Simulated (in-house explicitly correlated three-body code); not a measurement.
Results of a calculation; reference values are marked as such.
# Two electrons around a charge Z: functional-driven and density-driven errors

The exact non-relativistic ground state comes from a variational code in 260 exponentially correlated functions, the Kohn-Sham parts from inverting its density (past Z = 6 the correlation energy is taken as exact minus Hartree-Fock, equal to within microhartrees), and self-consistent runs (Hartree-Fock is restricted) from a B-spline radial code. Z may be fractional; the second electron is bound down to Z = 0.911.

The total error of a self-consistent run is the error on the exact density (functional-driven) plus the energy gained by relaxing to the functional's own density (density-driven, never positive). «Unbound» marks a run whose level isn't bound or that didn't converge.

```json
{"Z": "1.7", "PW91 functional (mEh)": "+2.35", "PW91 density (mEh)": "-0.89", "revTPSS functional (mEh)": "-7.84", "revTPSS density (mEh)": "-0.14", "BLYP functional (mEh)": "-2.69", "BLYP density (mEh)": "-1.22"}
{"Z": "1.96", "PW91 functional (mEh)": "+4.38", "PW91 density (mEh)": "-0.97", "revTPSS functional (mEh)": "-8.14", "revTPSS density (mEh)": "-0.15", "BLYP functional (mEh)": "-2.12", "BLYP density (mEh)": "-1.32"}
{"Z": "2.2", "PW91 functional (mEh)": "+6.37", "PW91 density (mEh)": "-1.03", "revTPSS functional (mEh)": "-8.32", "revTPSS density (mEh)": "-0.16", "BLYP functional (mEh)": "-1.38", "BLYP density (mEh)": "-1.38"}
{"Z": "2.54", "PW91 functional (mEh)": "?", "PW91 density (mEh)": "?", "revTPSS functional (mEh)": "?", "revTPSS density (mEh)": "?", "BLYP functional (mEh)": "?", "BLYP density (mEh)": "?"}
{"Z": "2.72", "PW91 functional (mEh)": "+10.90", "PW91 density (mEh)": "-1.13", "revTPSS functional (mEh)": "-8.52", "revTPSS density (mEh)": "-0.18", "BLYP functional (mEh)": "+0.68", "BLYP density (mEh)": "-1.46"}
{"Z": "3.18", "PW91 functional (mEh)": "+15.10", "PW91 density (mEh)": "-1.19", "revTPSS functional (mEh)": "-8.60", "revTPSS density (mEh)": "-0.19", "BLYP functional (mEh)": "+2.83", "BLYP density (mEh)": "-1.49"}
{"Z": "3.46", "PW91 functional (mEh)": "?", "PW91 density (mEh)": "?", "revTPSS functional (mEh)": "?", "revTPSS density (mEh)": "?", "BLYP functional (mEh)": "?", "BLYP density (mEh)": "?"}
{"Z": "4.2", "PW91 functional (mEh)": "+24.81", "PW91 density (mEh)": "-1.28", "revTPSS functional (mEh)": "-8.63", "revTPSS density (mEh)": "-0.21", "BLYP functional (mEh)": "+8.12", "BLYP density (mEh)": "-1.50"}
{"Z": "4.5", "PW91 functional (mEh)": "+27.74", "PW91 density (mEh)": "-1.30", "revTPSS functional (mEh)": "-8.62", "revTPSS density (mEh)": "-0.21", "BLYP functional (mEh)": "+9.75", "BLYP density (mEh)": "-1.50"}
{"Z": "5.2", "PW91 functional (mEh)": "+34.67", "PW91 density (mEh)": "-1.33", "revTPSS functional (mEh)": "-8.59", "revTPSS density (mEh)": "-0.22", "BLYP functional (mEh)": "+13.62", "BLYP density (mEh)": "-1.50"}
{"Z": "6.1", "PW91 functional (mEh)": "+43.73", "PW91 density (mEh)": "-1.37", "revTPSS functional (mEh)": "-8.54", "revTPSS density (mEh)": "-0.23", "BLYP functional (mEh)": "+18.67", "BLYP density (mEh)": "-1.48"}
{"Z": "6.6", "PW91 functional (mEh)": "+48.82", "PW91 density (mEh)": "-1.38", "revTPSS functional (mEh)": "-8.50", "revTPSS density (mEh)": "-0.23", "BLYP functional (mEh)": "+21.49", "BLYP density (mEh)": "-1.47"}
```

(1) What belongs in the row Z = 3.46?

(2) What belongs in the row Z = 2.54?

(3) Which part of the error is larger?

## Answers

(1) PW91 functional (mEh): +17.72; PW91 density (mEh): -1.22; revTPSS functional (mEh): -8.62; revTPSS density (mEh): -0.19; BLYP functional (mEh): +4.23; BLYP density (mEh): -1.50.

(2) PW91 functional (mEh): +9.30; PW91 density (mEh): -1.10; revTPSS functional (mEh): -8.47; revTPSS density (mEh): -0.17; BLYP functional (mEh): -0.09; BLYP density (mEh): -1.44.

(3) PW91: functional-driven +48.82, density-driven -1.38 mEh at Z = 6.6; revTPSS: functional-driven -8.50, density-driven -0.23 mEh at Z = 6.6; BLYP: functional-driven +21.49, density-driven -1.47 mEh at Z = 6.6. The density-driven part is second order in the error of the density, so it stays small unless the second electron is loosely bound.
